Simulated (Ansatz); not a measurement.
CH7FOSi2 can be A, `FC([SiH3])O[SiH3]`, or B, `C[SiH](F)[SiH2]O`.

Gas-phase electronic energies from Ansatz, PBE0-D4/def2-TZVP geometries. CBS: MP2 limit from def2 TZ/QZ plus the TZ coupled-cluster correction, frozen cores. Functionals use def2-TZVPP. One conformer a species, not always the lowest.

A:

```xyz
12

F    -1.457   -0.731    0.575
C    -0.097   -0.516    0.349
Si    0.758   -0.138    2.019
O     0.064    0.558   -0.501
Si   -0.506    0.591   -2.062
H     0.266   -1.442   -0.122
H     2.211    0.032    1.769
H     0.537   -1.281    2.940
H     0.173    1.105    2.575
H    -1.947    0.936   -2.109
H     0.289    1.630   -2.755
H    -0.291   -0.746   -2.679
```

B:

```xyz
12

C    -1.705   -0.325    0.777
Si   -0.208   -0.962   -0.125
F     0.677   -1.830    0.912
Si    1.179    0.758   -0.937
O     1.750    1.700    0.299
H    -2.275   -1.147    1.215
H    -1.422    0.365    1.576
H    -2.357    0.212    0.083
H    -0.623   -1.886   -1.218
H     2.297    0.175   -1.737
H     0.405    1.675   -1.814
H     2.281    1.266    0.969
```

(1) Which isomer does CCSD(T)/CBS put lower? Give the gap. (Estimate.)

(2) Give E(B) − E(A) in kcal/mol with MP2/def2-TZVPP, B2PLYP, CCSD/def2-TZVPP, HF/def2-TZVPP, r2SCAN-D4, ωB97M-V, PBE-D4. (Best estimate.)

Largest T1 diagnostic: 0.012.

## Answers

(1) Ansatz gave: B, by 71.1 kcal/mol.

(2) Ansatz gave: MP2/def2-TZVPP -71.7, B2PLYP -68.9, CCSD/def2-TZVPP -69.0, HF/def2-TZVPP -66.0, r2SCAN-D4 -70.1, ωB97M-V -67.7, PBE-D4 -68.7. None reverses the order clearly.

From PBE to PBE0 (25 % exact exchange), in def2-TZVPP and without D4, E(B) − E(A) moves by −1.4 kcal/mol. In def2-TZVPP, CCSD(T) changes the Hartree–Fock value by −2.7 kcal/mol (the triples alone add +0.2 kcal/mol) and MP2 by −5.7 kcal/mol.
